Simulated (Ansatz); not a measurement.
Basis-set series for `[Cl][K]`. Total charge 0; spin multiplicity 1. The structure was optimised at the PBE0-D4/def2-TZVP level.

```
functional       basis  functions  energy (Eh)  HOMO (eV)  LUMO (eV)
   PBE0-D4    def2-SVP         42  -1059.65053      -5.52      -1.36
   PBE0-D4  def2-QZVPP        140  -1059.92079      -6.08      -1.31
   ωB97M-V    def2-SVP         42  -1059.92718      -7.73      -0.79
   ωB97M-V  def2-QZVPP        140  -1060.19384      -8.36      -0.83
```

Task: Give the rows for def2-TZVPP. (Estimate.)

Result: Ansatz gave: 
| functional | basis | functions | energy (Eh) | HOMO (eV) | LUMO (eV) |
| --- | --- | --- | --- | --- | --- |
| PBE0-D4 | def2-TZVPP | 75 | -1059.89180 | -5.97 | -1.32 |
| ωB97M-V | def2-TZVPP | 75 | -1060.16640 | -8.25 | -0.80 |

Scalar relativity is left out up to krypton.
